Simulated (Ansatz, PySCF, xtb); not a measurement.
Noncovalent pair: CH4 (SMILES C) (first 5 atoms) with CH2F2 (SMILES FCF); geometry from B3LYP-D3(BJ)/def2-TZVP.
(charge 0, multiplicity 1):
```xyz
10

C     -0.025    -0.035    -0.244
H      0.307     0.857     0.286
H     -1.107    -0.005    -0.372
H      0.449    -0.072    -1.224
H      0.254    -0.918     0.328
F      0.302     1.141     3.157
C     -0.511     0.057     3.299
F      0.249    -1.070     3.202
H     -1.239     0.057     2.487
H     -0.964     0.088     4.291
```

Monomers are frozen at their geometry in the pair; levels with a basis set take the counterpoise correction. Rows marked so take none.

Rows in 3-21G, 6-31G*, STO-3G carry no dispersion term and start afresh at each structure (6-31G* with six Cartesian d functions). MP2/6-31G* freezes PySCF's default core.

The values were computed with Ansatz (Gaussian orbitals); PySCF for 3-21G rows, 6-31G* rows, M06-2X, STO-3G rows, the dispersion terms; xtb for the GFN methods. Each number belongs to the level named beside it.

```json
[
 {"level": "GFN1-xTB", "interaction energy (kcal/mol)": "-0.53"},
 {"level": "HF/STO-3G (no counterpoise)", "interaction energy (kcal/mol)": "0.22"},
 {"level": "HF/6-31G*", "interaction energy (kcal/mol)": "0.43"},
 {"level": "PBE-D3(BJ)/def2-TZVPPD", "interaction energy (kcal/mol)": "-1.11"},
 {"level": "PBE-D4/def2-TZVPPD", "interaction energy (kcal/mol)": "-1.07"},
 {"level": "B3LYP/3-21G (no counterpoise)", "interaction energy (kcal/mol)": "…"},
 {"level": "M06-2X/def2-TZVPPD", "interaction energy (kcal/mol)": "-0.95"},
 {"level": "wB97M-V/def2-TZVPPD", "interaction energy (kcal/mol)": "-0.98"},
 {"level": "MP2/6-31G* (no counterpoise)", "interaction energy (kcal/mol)": "…"}
]
```

Question: Complete the blanks.

Answer: 
- B3LYP/3-21G (no counterpoise), interaction energy (kcal/mol): -1.85
- MP2/6-31G* (no counterpoise), interaction energy (kcal/mol): -1.48

Ansatz is a quantum-chemistry and plane-wave program.
